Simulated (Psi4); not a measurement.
H8N3Si3 (SMILES N1[SiH]N[SiH2]N[SiH2]1), doublet, geometry from GFN2-xTB; MP2/def2-SV(P) (Psi4 1.11).

Here is a job for Psi4.
```
memory 2 GB

molecule {
0 2
N     0.55971367   -1.53872495    0.04242359
Si    1.74366755   -0.37223987   -0.45101254
N     1.07172766    1.21659613   -0.28450621
Si   -0.54113351    1.69476235    0.09724242
N    -1.52100506    0.28321148   -0.05036014
Si   -1.12256371   -1.34147403    0.36812104
H     0.89683550   -2.48503885    0.09435178
H     2.88662688   -0.48252331    0.47586784
H     1.71617840    1.96962549   -0.45530209
H    -1.02846154    2.67004643   -0.88482500
H    -0.57151753    2.24576177    1.46356901
H    -2.50427635    0.46120329   -0.15274980
H    -1.92630298   -2.22084544   -0.48973334
H    -1.36172079   -1.62048613    1.79500807
}

set {
  basis def2-sv(p)
  reference uhf
  freeze_core true
}

energy('mp2')
print_variables()
```

What the program printed (banner, timings and long lists left out):

```
    SCF Algorithm Type (re)set to DF.

   => Loading Basis Set <=

    Name: DEF2-SV(P)
    Role: ORBITAL
    Keyword: BASIS

         ---------------------------------------------------------
                                   SCF
               by Justin Turney, Rob Parrish, Andy Simmonett
                          and Daniel G. A. Smith
                              UHF Reference
         ---------------------------------------------------------

  ==> Geometry <==

    Molecular point group: c1
    Full point group: C1

    Geometry (in Angstrom), charge = 0, multiplicity = 2:

       Center              X                  Y                   Z               Mass
    ------------   -----------------  -----------------  -----------------  -----------------
         N            0.545711531861    -1.534745792891     0.056102205277    14.003074004430
         SI           1.729665411861    -0.368260712891    -0.437333924723    27.976926534650
         N            1.057725521861     1.220575287109    -0.270827594723    14.003074004430
         SI          -0.555135648139     1.698741507109     0.110921035277    27.976926534650
         N           -1.535007198139     0.287190637109    -0.036681524723    14.003074004430
         SI          -1.136565848139    -1.337494872891     0.381799655277    27.976926534650
         H            0.882833361861    -2.481059692891     0.108030395277     1.007825032230
         H            2.872624741861    -0.478544152891     0.489546455277     1.007825032230
         H            1.702176261861     1.973604647109    -0.441623474723     1.007825032230
         H           -1.042463678139     2.674025587109    -0.871146384723     1.007825032230
         H           -0.585519668139     2.249740927109     1.477247625277     1.007825032230
         H           -2.518278488139     0.465182447109    -0.139071184723     1.007825032230
         H           -1.940305118139    -2.216866282891    -0.476054724723     1.007825032230
         H           -1.375722928139    -1.616506972891     1.808686685277     1.007825032230

  Running in c1 symmetry.

  Rotational constants: A =      0.07548  B =      0.07298  C =      0.03874 [cm^-1]
  Rotational constants: A =   2262.83960  B =   2187.83618  C =   1161.51230 [MHz]
  Nuclear repulsion =  460.463990674970944

  Charge       = 0
  Multiplicity = 2
  Electrons    = 71
  Nalpha       = 36
  Nbeta        = 35

  ==> Algorithm <==

  SCF Algorithm Type is DF.
  DIIS enabled.
[...]
  @DF-UHF Final Energy: -1034.50288212289206
    Total Energy =                      -1034.5028821228920606
[...]
 Magnitude           :                                                    0.2068777

 ------------------------------------------------------------------------------------

  //>>>>>>>>>>>>>>>>>>>>>>>>>>>>>>>>>>>//
  //               DFMP2               //
  //<<<<<<<<<<<<<<<<<<<<<<<<<<<<<<<<<<<//

   => Loading Basis Set <=

    Name: (DEF2-SV(P) AUX)
    Role: RIFIT
    Keyword: DF_BASIS_MP2

	 --------------------------------------------------------
	                          DF-MP2
	      2nd-Order Density-Fitted Moller-Plesset Theory

	        Rob Parrish, Justin Turney, Andy Simmonett,
	           Ed Hohenstein, and C. David Sherrill
	 --------------------------------------------------------

	 --------------------------------------------------------
	                 NBF =   112, NAUX =   442
	 --------------------------------------------------------
	   CLASS    FOCC     OCC    AOCC    AVIR     VIR    FVIR
	   ALPHA      18      36      18      76      76       0
	    BETA      18      35      17      77      77       0
	 --------------------------------------------------------

	-----------------------------------------------------------
	 ==================> DF-MP2 Energies <====================
	-----------------------------------------------------------
	 Reference Energy          =   -1034.5028821228920606 [Eh]
	 Singles Energy            =      -0.0000000000000000 [Eh]
	 Same-Spin Energy          =      -0.1731197614662874 [Eh]
	 Opposite-Spin Energy      =      -0.5239032895763770 [Eh]
	 Correlation Energy        =      -0.6970230510426645 [Eh]
	 Total Energy              =   -1035.1999051739346669 [Eh]
	-----------------------------------------------------------
	 ================> DF-SCS-MP2 Energies <==================
	-----------------------------------------------------------
	 SCS Same-Spin Scale       =       0.3333333333333333 [-]
	 SCS Opposite-Spin Scale   =       1.2000000000000000 [-]
	 SCS Same-Spin Energy      =      -0.0577065871554291 [Eh]
	 SCS Opposite-Spin Energy  =      -0.6286839474916524 [Eh]
	 SCS Correlation Energy    =      -0.6863905346470816 [Eh]
	 SCS Total Energy          =   -1035.1892726575390498 [Eh]
	-----------------------------------------------------------

  Variable Map:
  ----------------------------------------------------------------------------
[...]
  Array Variable Map:
  ----------------------------------------------------------------------------
[...]
[...]
```
